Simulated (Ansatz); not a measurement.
# Worked example: C2H4FI + C2F3I → C2H4I2 + C2F4

Gas-phase species: C2H4FI (1-fluoro-2-iodoethane) `FCCI`, singlet; C2F3I (trifluoroiodoethylene) `FC(F)=C(F)I`, singlet; C2H4I2 (1,2-diiodoethane) `ICCI`, singlet; C2F4 `FC(F)=C(F)F`, singlet. The partners trade F for I; both sit on C, so the bond types are kept.

Shapes, held fixed at every level: PBE0-D4/def2-TZVP. Flexible molecules stand in one conformer, not always the lowest. Programs: Ansatz 0.2.0. The zero-point and thermal change to 298 K, harmonic and unscaled (PBE0-D4/def2-TZVP), is -0.4 kJ/mol.

At CCSD(T)/def2-TZVPP; 1 Eh = 2625.50 kJ/mol:

```
species  energy (Eh)
 C2H4FI  -475.349973
  C2F3I  -672.370778
 C2H4I2  -672.759388
   C2F4  -474.967561
```

Q: Work out ΔH(298 K) of the reaction at this level.

A: 
1. Products less reactants: (-672.759388) + (-474.967561) − [(-475.349973) + (-672.370778)] = -0.006198 Eh = -16.3 kJ/mol.
2. With the thermal change: -16.3 + (-0.4) = -16.7 kJ/mol.

Other levels give -28.0 (MP2/def2-SVP) to -13.7 kJ/mol (wB97M-V/def2-TZVPP). No measured value is set beside it here. For atoms past krypton def2 sets carry core potentials with scalar relativity. Outer-core shells of I are correlated, in sets that cover them unevenly.
